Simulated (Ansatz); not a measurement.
Isolated molecules relaxed with PBE0-D4/def2-TZVP in Ansatz; ΔE leaves out vibrations. CBS: MP2 limit from def2 TZ/QZ plus the TZ coupled-cluster correction, frozen cores. This one scheme is used for every species. DFT in def2-TZVPP. B3LYP here is the variant with VWN-RPA as its local correlation; programs differ in this. def2 core potentials past Kr. For Sn outer-core shells are correlated without core-valence functions, which leaves a few kJ/mol of doubt a bond. One conformer a species, not always the lowest.

Consider the ligand exchange at the Sn–O bond: `[CH3][Sn][OH]` + CH₃OH → `C[O][Sn][CH3]` + H₂O.

Question: Is it downhill or uphill in electronic energy at CCSD(T)/CBS, and by how much? (An estimate is asked.)

Answer: Ansatz gave: Downhill: ΔE = -3.0 kJ/mol.

Question: What do these levels give: r2SCAN-D4, B3LYP-D4, r2SCANh, CCSD(T)/def2-SVP, HF/def2-TZVPP, CCSD/CBS(def2)? (Estimate.)

Answer: Computed: r2SCAN-D4 0.2, B3LYP-D4 -1.9, r2SCANh 1.8, CCSD(T)/def2-SVP -3.4, HF/def2-TZVPP 8.6, CCSD/CBS(def2) -1.0 kJ/mol.

Largest T1 diagnostic among the species: 0.017.

In def2-TZVPP, CCSD(T) changes the Hartree–Fock value by −9.9 kJ/mol (the triples alone add −2.0 kJ/mol) and MP2 by −11.1 kJ/mol. The D4 term adds −6.9 kJ/mol with B3LYP and −3.9 kJ/mol with PBE0; it sums over pairs of atoms, weighted by their polarisabilities, and B3LYP, whose exchange is more repulsive, gets the larger term. Leaving LDA and LC-ωPBE aside and taking each functional with its dispersion term where it has one, the values, not all of them listed here, spread over 5.6 kJ/mol, from BLYP-D4 to ωB97X-V. LDA lies −6.3 kJ/mol from PBE without D4.
